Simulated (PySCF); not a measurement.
PBE0 on Se⁻ (selenium, charge -1), [Ar] 3d10 4s2 4p5, 2P determinant. All numbers are calculated (PySCF 2.14, scalar relativity through the core potential, in aug-cc-pwCVDZ-PP with ECP10MDF).

```
cycle= 1 E= -373.154394499977  delta_E= -0.0079  |g|= 0.0391  |ddm|= 0.757
cycle= 2 E= -373.154533164616  delta_E= -0.000139  |g|= 0.0296  |ddm|= 0.0904
cycle= 3 E= -373.154623725314  delta_E= -9.06e-05  |g|= 0.00192  |ddm|= 0.035
cycle= 4 E= -373.154626090764  delta_E= -2.37e-06  |g|= 0.00141  |ddm|= 0.00817
cycle= 5 E= -373.154627509296  delta_E= -1.42e-06  |g|= 0.000165  |ddm|= 0.00383
cycle= 6 E= -373.154627614988  delta_E= -1.06e-07  |g|= 1.62e-05  |ddm|= 0.00155
cycle= 7 E= -373.154627615754  delta_E= -7.66e-10  |g|= 1.25e-06  |ddm|= 0.000144
converged SCF energy = -373.154627615754  <S^2> = 0.75333759  2S+1 = 2.0033348
```

Highest occupied orbital energy: 0.098 eV; ⟨L²⟩ = 2.02; populations by l: s 4.00, p 11.00, d 10.00, f 0.00.

Question: Can this result be used?

Answer: With care. The run converged. Energies and moments cover only the electrons outside the core potential. At PBE0 the highest occupied level has a positive energy, so only the finite basis holds that electron; in a semilocal or global hybrid functional this comes from self-interaction and does not mean that the real anion is unbound.
